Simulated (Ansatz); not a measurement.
`NB(F)[SiH3]` and `CB(N)[SiH3]` differ in one atom or group.

Ansatz, PBE0-D4/def2-TZVP geometries, multiplicity 1. Each molecule was computed in one conformer, which needn't be the lowest.

```csv
property,`NB(F)[SiH3]`
size of the dipole moment (ωB97M-V/def2-TZVPP) / D,2.50
"ideal-gas entropy at 298 K and 1 bar (rigid rotor, harmonic PBE0-D4/def2-TZVP) / J/(mol·K)",319
LUMO energy (B3LYP/def2-TZVPP) / eV,-0.37
HOMO–LUMO gap (B3LYP/def2-TZVPP) / eV,7.76
LUMO energy (PBE0/def2-TZVPP) / eV,-0.18
HOMO–LUMO gap (PBE/def2-TZVPP) / eV,5.90
```

(1) What does the change do to each property? (An estimate is asked.)

Results:

(1) Ansatz gave: 
```
                                                                                  property  `CB(N)[SiH3]`  shift
                                        size of the dipole moment (ωB97M-V/def2-TZVPP) / D           2.35  -0.15
ideal-gas entropy at 298 K and 1 bar (rigid rotor, harmonic PBE0-D4/def2-TZVP) / J/(mol·K)            336     17
                                                       LUMO energy (B3LYP/def2-TZVPP) / eV          -0.33   0.04
                                                     HOMO–LUMO gap (B3LYP/def2-TZVPP) / eV           7.15  -0.61
                                                        LUMO energy (PBE0/def2-TZVPP) / eV          -0.15   0.03
                                                       HOMO–LUMO gap (PBE/def2-TZVPP) / eV           5.36  -0.54
```

The zero-point energy changes by 89.7 kJ/mol with +9 modes. Dipoles are sizes alone; their direction can turn.

B3LYP here is the variant with VWN-RPA as its local correlation; programs differ in this.
